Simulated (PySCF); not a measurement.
Compound: C7H9BO.
SMILES: `Bc1cccc(OC)c1`

The closed-shell SCF was solved with PySCF and density fitting under several settings on one GFN2-xTB geometry (grid level 2 and gas phase unless stated).

```csv
settings,basis functions,SCF cycles,E (Eh),HOMO (eV),LUMO (eV),dipole (D)
PBE0/pcSseg-1,198,14,-371.7132,-6.66,-1.94,2.98
PBE0/def2-SVPD,255,14,-371.5074,-6.69,-1.96,2.88
"OLYP/6-31G, level shift 0.3 Eh",99,13,-371.9689,-5.17,-2.21,3.23
"revPBE/def2-SVP, damping 0.3 at the start, DIIS from the seventh cycle",171,22,-371.8220,-5.47,-2.61,3.15
"LDA/def2-SVPD, grid level 4",255,16,-368.6292,-5.89,-3.10,3.19
"PBE0/ANO-RCC-VDZP, grid level 1, energy threshold 1e-07 Eh",171,9,-371.8650,-6.56,-1.81,2.88
```

**Question.** Estimate the row for these settings: PBE0/6-31++G**, start guess vsap.

**Answer.** 
```csv
settings,basis functions,SCF cycles,E (Eh),HOMO (eV),LUMO (eV),dipole (D)
"PBE0/6-31++G**, start guess vsap",216,14,-371.7777,-6.62,-1.91,2.93
```

**Question.** Over all rows, what range does the HOMO–LUMO gap span?

**Answer.** From 2.79 eV (LDA/def2-SVPD, grid level 4) to 4.75 eV (PBE0/ANO-RCC-VDZP, grid level 1, energy threshold 1e-07 Eh). The functional of the narrowest has no exact exchange, that of the widest 25 % exact exchange.

**Question.** Compare two rows with the functional PBE0: PBE0/pcSseg-1 and PBE0/def2-SVPD. Which energy is lower, and by how much?

**Answer.** PBE0/pcSseg-1 (198 functions) lies 0.2058 Eh or 129 kcal/mol below PBE0/def2-SVPD (255 functions). The smaller set gives the lower energy; the two sets aren't nested, so the variational bound doesn't order them by size.

Cycle counts include a coarse-grid stage where the run had one. All basis functions are spherical, in the Pople sets too. ANO-RCC sets were contracted for a scalar-relativistic Hamiltonian, but ran non-relativistically here.

The values belong to the conformer `[BH2:1][c:2]1[cH:3][cH:4][cH:5][c:6]([O:7][CH3:8])[cH:9]1`: C5–C6–O7–C8 0°.
